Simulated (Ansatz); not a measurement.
Consider the ligand exchange at the Si–S bond: `C=C[SiH](O)S[SiH2]O` + HCl → `C=C[SiH](O)Cl` + `O[SiH2]S`.

Computed with Ansatz on PBE0-D4/def2-TZVP structures; ΔE is electronic, products minus reactants. CBS: MP2 limit from def2 TZ/QZ plus the TZ coupled-cluster correction, frozen cores. This one scheme is used for every species. DFT in def2-TZVPP. B3LYP here is the variant with VWN-RPA as its local correlation; programs differ in this. Each species was taken in one conformer, which may not be the lowest.

Problem. Is it downhill or uphill in electronic energy at CCSD(T)/CBS, and by how much? (An estimate is asked.)

Solution. Computed: Downhill: ΔE = -0.31 eV.

Problem. What do these levels give: r2SCAN-D4, PBE0-D4, ωB97X-V, B2PLYP, PBE, B3LYP, SCS-MP2/def2-TZVPP, CCSD(T)/def2-TZVPP, HF/def2-QZVPP, MP2/def2-QZVPP, SCS-MP2/def2-QZVPP, MP2/CBS(def2)? (An estimate is asked.)

Solution. Computed: r2SCAN-D4 -0.32, PBE0-D4 -0.28, ωB97X-V -0.35, B2PLYP -0.40, PBE -0.35, B3LYP -0.47, SCS-MP2/def2-TZVPP -0.35, CCSD(T)/def2-TZVPP -0.31, HF/def2-QZVPP -0.60, MP2/def2-QZVPP -0.30, SCS-MP2/def2-QZVPP -0.36, MP2/CBS(def2) -0.29 eV.

Largest T1 diagnostic among the species: 0.012.

In def2-TZVPP, CCSD(T) changes the Hartree–Fock value by +0.28 eV (the triples alone add +0.05 eV) and MP2 by +0.30 eV. The D4 term adds +0.15 eV with B3LYP and +0.09 eV with PBE0; it sums over pairs of atoms, weighted by their polarisabilities, and B3LYP, whose exchange is more repulsive, gets the larger term.
